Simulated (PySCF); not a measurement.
SMILES C/C(Cl)=C/C(=O)Cl, C$_{4}$H$_{4}$Cl$_{2}$O

Geometry:
| atom | x (Å) | y (Å) | z (Å) |
| --- | --- | --- | --- |
| C1 | -1.780 | -0.273 | 0.005 |
| C2 | -0.441 | 0.372 | -0.013 |
| Cl3 | -0.471 | 2.080 | -0.066 |
| C4 | 0.716 | -0.314 | 0.009 |
| C5 | 2.027 | 0.299 | -0.009 |
| O6 | 2.336 | 1.446 | -0.041 |
| Cl7 | 3.304 | -0.947 | 0.024 |
| H8 | -2.346 | 0.074 | 0.867 |
| H9 | -1.689 | -1.354 | 0.044 |
| H10 | -2.339 | 0.012 | -0.885 |
| H11 | 0.687 | -1.392 | 0.041 |

Theory: PySCF 2.14.0, quadratic response B3LYP/def2-SVPD first hyperpolarisability, Taylor convention, gas phase. Geometry: GFN2-xTB.

(1) Give the tensor of the static β(0;0,0) in the axes of these coordinates.

Answers

(1) In au, Taylor convention; rows are the first index (the induced dipole):
|  | xx | yy | zz | xy | xz | yz |
| --- | --- | --- | --- | --- | --- | --- |
| x | -254.9 | -19.2 | +7.5 | -33.5 | +0.9 | +0.8 |
| y | -33.5 | +113.0 | +9.5 | -19.2 | +0.8 | -2.9 |
| z | +0.9 | -2.9 | -0.5 | +0.8 | +7.5 | +9.5 |

Norm of βᵢ = ⅓ Σⱼ (βᵢⱼⱼ + βⱼᵢⱼ + βⱼⱼᵢ): 281.1 au, hyper-Rayleigh value 117.9 au.
